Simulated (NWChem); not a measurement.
System: C$_{2}$H$_{4}$Si; SMILES C#C[SiH3]

All runs: NWChem. Pople sets run with spherical d functions. B3LYP is NWChem's, with the RPA form of VWN correlation. Each level has its own optimisation; frequencies are unscaled.

```json
[
 {"level": "Hartree-Fock/STO-3G", "r C–Si (Å)": "1.817", "r H–Si (Å)": "1.423", "r C–C (Å)": "1.174", "r C–H (Å)": "1.066", "highest harmonic frequency (cm⁻¹)": "3935", "lowest (cm⁻¹)": "323", "zero-point energy (kcal/mol)": "34.2", "dipole (D)": "0.45"},
 {"level": "Hartree-Fock/3-21G", "r C–Si (Å)": "1.862", "r H–Si (Å)": "1.483", "r C–C (Å)": "1.194", "r C–H (Å)": "1.052", "highest harmonic frequency (cm⁻¹)": "3651", "lowest (cm⁻¹)": "332", "zero-point energy (kcal/mol)": "29.6", "dipole (D)": "0.33"},
 {"level": "Hartree-Fock/6-31G*", "r C–Si (Å)": "1.837", "r H–Si (Å)": "1.472", "r C–C (Å)": "1.194", "r C–H (Å)": "1.058", "highest harmonic frequency (cm⁻¹)": "3650", "lowest (cm⁻¹)": "263", "zero-point energy (kcal/mol)": "29.6", "dipole (D)": "0.49"},
 {"level": "B3LYP/6-31G*", "r C–Si (Å)": "1.827", "r H–Si (Å)": "1.485", "r C–C (Å)": "1.214", "r C–H (Å)": "1.068", "highest harmonic frequency (cm⁻¹)": "3479", "lowest (cm⁻¹)": "241", "zero-point energy (kcal/mol)": "27.4", "dipole (D)": "0.51"},
 {"level": "LDA (Slater exchange, VWN5)/def2-SVP", "r C–Si (Å)": "1.821", "r H–Si (Å)": "1.504", "r C–C (Å)": "1.224", "r C–H (Å)": "1.086", "highest harmonic frequency (cm⁻¹)": "3380", "lowest (cm⁻¹)": "241", "zero-point energy (kcal/mol)": "26.4", "dipole (D)": "0.41"},
 {"level": "PBE/def2-SVP", "r C–Si (Å)": "1.838", "r H–Si (Å)": "1.502", "r C–C (Å)": "1.229", "r C–H (Å)": "1.083", "highest harmonic frequency (cm⁻¹)": "3391", "lowest (cm⁻¹)": "232", "zero-point energy (kcal/mol)": "26.5", "dipole (D)": "0.40"},
 {"level": "BLYP/def2-SVP", "r C–Si (Å)": "1.843", "r H–Si (Å)": "1.499", "r C–C (Å)": "1.228", "r C–H (Å)": "1.081", "highest harmonic frequency (cm⁻¹)": "3380", "lowest (cm⁻¹)": "236", "zero-point energy (kcal/mol)": "26.6", "dipole (D)": "0.38"},
 {"level": "PBE0/def2-SVP", "r C–Si (Å)": "1.834", "r H–Si (Å)": "1.492", "r C–C (Å)": "1.217", "r C–H (Å)": "1.076", "highest harmonic frequency (cm⁻¹)": "3474", "lowest (cm⁻¹)": "241", "zero-point energy (kcal/mol)": "27.4", "dipole (D)": "0.41"}
]
```
